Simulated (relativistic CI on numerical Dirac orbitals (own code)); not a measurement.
Er3+: N4,5 absorption edge

Computed with this model: Dirac-Coulomb-Breit CI, orbitals from a KLI potential per configuration, model QED, valence Slater integrals scaled by 0.7, multiplet model of core-to-valence dipole absorption; configurations [Xe] 4f11 → [Kr] 4d9 4f12 5s2 5p6; 80 K; Lorentzian 0.5 eV and Gaussian 0.2 eV FWHM. Energies are those of the free ion, without screening or charge transfer. The branching ratio is the share of the lower-energy edge in the whole absorption, uncertain by about 0.02 where the edges overlap. S is read from ⟨S²⟩ = S(S + 1).

free ion: ground-state S = 1.47, centroid 175.08 eV. Peaks (eV, height): 168.9 (14), 170.6 (49), 171.7 (8), 172.8 (12), 174.6 (18), 178.6 (100).

Strongest unbroadened transitions for free ion:

| Energy (eV) | Relative strength |
| --- | --- |
| 166.99 | 5.0 |
| 167.82 | 0.7 |
| 168.89 | 12.7 |
| 169.18 | 0.4 |
| 170.61 | 48.2 |
| 171.72 | 4.2 |
| 172.82 | 10.8 |
| 174.47 | 5.1 |
| 174.53 | 0.0 |
| 174.67 | 13.1 |
| 178.58 | 100.0 |
| 179.60 | 4.1 |
| 181.83 | 0.0 |
| 185.93 | 1.5 |
| 189.91 | 0.1 |
